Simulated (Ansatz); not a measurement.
Reaction (redistribution): `[OH][GeH2][CH2][SiH](O)F` + `O[SiH2][SiH2]Cl` → `O[SiH](F)[SiH2]Cl` + `O[SiH2][CH2][GeH2][OH]`

Isolated molecules relaxed with PBE0-D4/def2-TZVP in Ansatz; ΔE leaves out vibrations. CBS: MP2 limit from def2 TZ/QZ plus the TZ coupled-cluster correction, frozen cores. DFT in def2-TZVPP. For Ge outer-core shells are correlated without core-valence functions, which leaves a few kJ/mol of doubt a bond. Scalar relativity is left out up to krypton. Each species was taken in one conformer, which may not be the lowest.

Q: Is it downhill or uphill in electronic energy at CCSD(T)/CBS, and by how much? (An estimate is asked.)

A: Computed: Uphill: ΔE = +3.4 kcal/mol.

Q: What do these levels give: B2PLYP, PBE, PBE0, HF/def2-TZVPP, MP2/def2-TZVPP, SCS-MP2/def2-TZVPP, CCSD/def2-TZVPP, HF/def2-QZVPP, MP2/def2-QZVPP, HF/CBS(def2), MP2/CBS(def2), CCSD/CBS(def2)? (Estimate.)

A: Computed: B2PLYP 3.3, PBE 3.2, PBE0 3.5, HF/def2-TZVPP 3.6, MP2/def2-TZVPP 3.4, SCS-MP2/def2-TZVPP 3.3, CCSD/def2-TZVPP 3.6, HF/def2-QZVPP 3.5, MP2/def2-QZVPP 3.3, HF/CBS(def2) 3.5, MP2/CBS(def2) 3.3, CCSD/CBS(def2) 3.5 kcal/mol.

Largest T1 diagnostic among the species: 0.012.
